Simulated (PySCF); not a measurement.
**Bi2O2(OH)2: from a saddle point downhill**

PySCF 2.14.0, RKS B3LYP, Bi def2-SVP with ECP60, O def2-SVP, H def2-SVP; non-relativistic Hamiltonian with scalar-relativistic core potentials where named; density fitting; no spin-orbit coupling. Relaxed within the symmetry of its start, the geometry (C2v) is

```xyz
8

Bi   -0.1341    0.0000    1.6922
Bi   -0.1341    0.0000   -1.6922
O     1.1480    0.0000    0.0000
O    -1.5000    0.0000    0.0000
O     1.7710    0.0000    2.7076
H     2.4963    0.0000    2.0600
O     1.7710    0.0000   -2.7076
H     2.4963    0.0000   -2.0600
```

and its lowest harmonic modes are -229, -110, 94, 125, 130, 171 cm⁻¹ (negative: unstable). It was moved along the lowest mode and relaxed again, within the group Cs that the move left.

Task: Where does it end, and how much lower?

Result: In C2v, 2.133 eV lower, after 24 steps:
```xyz
8

Bi   -0.0712    0.4177    1.6253
Bi   -0.0712    0.4177   -1.6253
O     0.5634    1.6242    0.0000
O    -0.5987   -0.8397    0.0000
O     1.7555   -0.4451    2.1884
H     2.2906   -0.7138    1.4259
O     1.7555   -0.4451   -2.1884
H     2.2906   -0.7138   -1.4259
```

Task: How do the contacts change?

Result: 
```tsv
contact	saddle (Å)	end (Å)
Bi1–O3 (O)	2.123	2.121
Bi1–O4 (O)	2.175	2.122
Bi1–O5 (OH)	2.159	2.097
Bi2–O7 (OH)	2.159	2.097
```


Task: Is the end a minimum?

Result: No, 1 of the modes stay unstable (below −25 cm⁻¹); lowest modes -152, 69, 117, 137, 164, 170 cm⁻¹.

State: singlet.
